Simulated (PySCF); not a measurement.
A series of substituents X on one scaffold: SiH2Cl-X. Isolated molecules, 0 K electronic values unless said otherwise. One relaxed conformer stands for each flexible species; it need not be the lowest. Strings in code marks are SMILES.

The T1 excitation (TDA) from two functionals at the same geometries (PBE0-D4/def2-TZVP), both in PySCF: PBE-D3(BJ)/def2-TZVP and PBE0-D4/def2-TZVP. Excitations are Tamm–Dancoff values on a coarser integration grid. The basis has no diffuse functions, so Rydberg states are missing or too high.

```tsv
species	PBE-D3(BJ)/def2-TZVP (eV)	PBE0-D4/def2-TZVP (eV)
X = methyl (`C[SiH2]Cl`)	6.72	7.22
X = dimethylamino (`CN(C)[SiH2]Cl` (C–N–Si–Cl torsion 79°))	5.26	5.89
X = hydroxymethyl (`C([SiH2]Cl)O` (H–O–C–Si torsion -176°, O–C–Si–Cl torsion 67°))	5.92	6.67
X = methylsulfinyl (`C[S@@](=O)[SiH2]Cl` (O–S–Si–Cl torsion 174°))	3.61	3.97
```

Over these rows, drawn at random from the members with no instability flagged (it was tested for open shells, ions and some series alone), PBE minus PBE0-D4: mean -0.56 eV, from -0.75 eV to -0.37 eV.
